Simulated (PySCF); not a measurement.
## Low-lying terms of In³⁺ (indium, charge +3)

Ground state [Kr] 4d10, ¹S. Computed with PySCF 2.14 in aug-cc-pVDZ-PP with two added diffuse shells each of s, p, d type with ECP28MDF (7s6p5d, 50 functions), with a scalar-relativistic core potential. Vertical excitation energies in eV without spin-orbit coupling; excited terms of each kind are numbered among those the solver found. Frozen: 4s2 4p6.

```json
{"term": "1 3D", "leading excitation": "4d → s", "EOM-EE-CCSD": "17.056"}
{"term": "1 1D", "leading excitation": "4d → s", "EOM-EE-CCSD": "17.750"}
{"term": "1 3P°", "leading excitation": "4d → p", "EOM-EE-CCSD": "25.158"}
{"term": "1 3F°", "leading excitation": "4d → p", "EOM-EE-CCSD": "25.632"}
{"term": "1 1F°", "leading excitation": "4d → p", "EOM-EE-CCSD": "25.934"}
{"term": "1 1D°", "leading excitation": "4d → p", "EOM-EE-CCSD": "26.404"}
{"term": "1 3D°", "leading excitation": "4d → p", "EOM-EE-CCSD": "26.415"}
{"term": "1 1P°", "leading excitation": "4d → p", "EOM-EE-CCSD": "26.527"}
{"term": "1 3F", "leading excitation": "4d → d", "EOM-EE-CCSD": "36.782"}
{"term": "1 1F", "leading excitation": "4d → d", "EOM-EE-CCSD": "36.812"}
{"term": "2 3D", "leading excitation": "4d → s", "EOM-EE-CCSD": "37.423"}
{"term": "2 1D", "leading excitation": "4d → s", "EOM-EE-CCSD": "37.579"}
```

The spin-orbit splitting of the hole, absent here, rivals or exceeds the spacing of these terms, so the LS terms are model states.

The solver can miss terms.
